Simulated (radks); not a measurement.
Q: Radial electron density D(r) = 4 pi r^2 rho(r) of an atom or ion with 62 electrons. Calculated with a radial shooting solver on a logarithmic mesh with Libxc functionals: scalar-relativistic Kohn-Sham, r2SCAN, spin-polarised, spherical densities, finite nucleus; meta-GGA in the generalised Kohn-Sham scheme; Fermi nuclear charge, rms radius of each element as measured or else 0.836 A^(1/3) + 0.57 fm.

r (bohr),D(r) (e/bohr),spin D(r)
0.001005,4.723,0.0000492
0.001151,5.881,0.0000612
0.001319,7.301,0.0000758
0.001511,9.034,0.0000935
0.001745,11.27,0.000116
0.001999,13.83,0.000142
0.00229,16.89,0.000173
0.002624,20.51,0.000209
0.00303,25.01,0.000252
0.003472,29.93,0.000300
0.003977,35.52,0.000352
0.004593,42.14,0.000412
0.005263,48.94,0.000471
0.006029,56.13,0.000529
0.006908,63.46,0.000584
0.007978,70.98,0.000633
0.00914,77.44,0.000665
0.01047,82.78,0.000678
0.012,86.55,0.000670
0.01385,88.46,0.000639
0.01587,88.18,0.000595
0.01819,86.12,0.000551
0.02083,82.98,0.000527
0.02406,79.75,0.000546
0.02757,78.27,0.000614
0.03158,79.68,0.000708
0.03648,85.18,0.000737
0.04179,93.83,0.000523
0.04788,104.1,-0.000151
0.05485,113.2,-0.00144
0.06335,118.0,-0.00323
0.07258,116.0,-0.00402
0.08315,108.1,-0.000629
0.09526,97.86,0.0138
0.11,89.98,0.0551
0.126,89.49,0.141
0.1444,95.59,0.305
0.1668,103.4,0.611
0.1911,104.4,1.08
0.2189,94.49,1.76
0.2508,76.15,2.70
0.2896,56.52,3.95
0.3318,46.35,5.29
0.3802,46.58,6.65
0.4356,52.00,7.72
0.503,54.66,8.27
0.5763,49.90,8.14
0.6603,39.75,7.42
0.7564,28.81,6.33
0.8736,20.22,4.98
1.001,15.55,3.69
1.147,12.81,2.50
1.324,10.26,1.46
1.517,7.556,0.743
1.738,4.837,0.302
1.991,2.622,0.0848
2.3,1.117,0.00577
2.635,0.4016,-0.00680
3.019,0.1144,-0.00422
3.459,0.02515,-0.00140
3.994,0.003687,-0.000277
4.576,0.0004298,-0.0000402

What is the nuclear charge?

A: Z = 66. The innermost maximum, from 1s, lies near gamma/Z bohr with gamma = sqrt(1 - (Z/c)^2) = 0.876, here 0.0133 bohr (found: 0.0145), and its height grows with Z. The density is that of the dysprosium ion Dy4+ in [Xe] 4f8; the configuration itself is not fixed sharply by these data, and Z only to a few units. D(r) has 4 maxima, at r = 0.0145, 0.0649, 0.181, 0.495 bohr, and minima at 0.0278, 0.119, 0.354 bohr, inside which lie 1.92, 11.16, 29.44 electrons.
